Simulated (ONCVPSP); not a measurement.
# Pseudopotential generation for Er (Z = 68): ONCV, LDA (Perdew-Wang 92), scalar-relativistic.

- Element: Er
- Generator: ONCVPSP 4.0.1
- Type: optimised norm-conserving Vanderbilt (ONCV)
- Functional: LDA (Perdew-Wang 92)
- Relativity: scalar-relativistic
- Frozen core: [Kr] 4d10
- Valence charge: 22
- Reference configuration: 4f12 5s2 5p6 (charge +2)
- Partial waves: 5s: rc 1.45 bohr, ncon 4, nbas 8, qcut 3.9 1/bohr, 2 projectors, debl 2.6 Ha; 5p: rc 1.40 bohr, ncon 3, nbas 6, qcut 4.7 1/bohr, 2 projectors, debl 3.2 Ha; d scattering state at 0.14 Ha: rc 1.20 bohr, ncon 4, nbas 7, qcut 8.2 1/bohr, local; 4f: rc 1.20 bohr, ncon 3, nbas 8, qcut 16 1/bohr, 2 projectors, debl 1.5 Ha
- Local potential: the d channel
- Core correction: polynomial model core, fcfact 0.5

**Question.** Does the generator finish with these settings?

**Answer.** Yes, a potential is produced and its reference levels are reproduced.

**Question.** Estimate the cutoffs (Ha) at which the residual kinetic energy of the hardest occupied pseudo-wave falls to 1 and 0.1 mHa per electron.

**Answer.** 99 Ha and 109 Ha.

**Question.** What does a ghost test show?

**Answer.** Ghosts flagged at negative energy: s at -43.7 eV; GHOST(+) flagged for p at 259.8 eV. A true bound ghost makes a file unfit for plane-wave use.

**Question.** Which valence shell sets the plane-wave cutoff?

**Answer.** 4f: 99 Ha for 1 mHa per electron, against 79 Ha for 5s.

Its largest configuration-test error is +78 meV (4f11 5s2 5p6). 2 of 4 tests not solved or not reliable.
